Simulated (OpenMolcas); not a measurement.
## Ionisation energies of lead

- Program: OpenMolcas
- Basis: ANO-R2 [8s7p5d3f1g]
- Scalar Hamiltonian: X2C, finite nucleus
- Spin-orbit coupling: RASSI with atomic mean-field integrals over the reference wave functions, term energies averaged over their components

Active shells in each charge state: the valence s, p shells, with orbitals averaged over the low states. Where CASPT2's correlated closed shells are named, they are those of the first ion.

A. CASSCF
B. SS-CASPT2, IPEA 0.25 Eh, imaginary shift 0.1 Eh (closed shells correlated: 5d)
C. SS-CASPT2, IPEA 0.25 Eh, imaginary shift 0.1 Eh (closed shells correlated: none)
D. SS-CASPT2, IPEA 0.25 Eh, imaginary shift 0.1 Eh (closed shells correlated: 4f 5s 5p 5d)
E. SS-CASPT2, IPEA 0 Eh, imaginary shift 0.1 Eh (closed shells correlated: 5d)

Energies in eV between the lowest computed levels, named as in B; reference values from the NIST Atomic Spectra Database with their kind.

```json
{"From": "Pb 6s2 6p2 3P0", "To": "Pb+ 6s2 6p 2P* 1/2", "A": "6.578", "B": "7.169", "C": "6.941", "D": "7.194", "E": "7.253", "Spin-orbit share in B": "+0.211", "Reference": "7.417 (measured)"}
{"From": "Pb+ 6s2 6p 2P* 1/2", "To": "Pb2+ 6s2 1S0", "A": "13.868", "B": "14.739", "C": "14.319", "D": "14.800", "E": "14.820", "Spin-orbit share in B": "+1.025", "Reference": "15.032 (measured)"}
{"From": "Pb2+ 6s2 1S0", "To": "Pb3+ 6s 2S 1/2", "A": "30.536", "B": "31.678", "C": "30.592", "D": "31.800", "E": "31.681", "Spin-orbit share in B": "+0.000", "Reference": "31.937 (measured)"}
{"From": "Pb3+ 6s 2S 1/2", "To": "Pb4+ 5d10 1S0", "A": "40.483", "B": "42.057", "C": "40.483", "D": "42.255", "E": "42.123", "Spin-orbit share in B": "+0.000", "Reference": "42.333 (measured)"}
```

Steps that some method lacks are left out, and so are those with a state whose active s or d shell is doubly occupied in every root (s and p with five to eight electrons, d10) over a frozen core shell of the same l, since the two then mix freely.

Error against the reference values, in %:

```csv
From,Reference,A,B,C,D,E
Pb,measured,-11.3,-3.3,-6.4,-3.0,-2.2
Pb+,measured,-7.7,-1.9,-4.7,-1.5,-1.4
Pb2+,measured,-4.4,-0.8,-4.2,-0.4,-0.8
Pb3+,measured,-4.4,-0.7,-4.4,-0.2,-0.5
```

Mean absolute error over the 4 measured values: A 1.31 eV, B 0.27 eV, C 1.10 eV, D 0.17 eV, E 0.21 eV. D lies closest.

* marks odd parity.
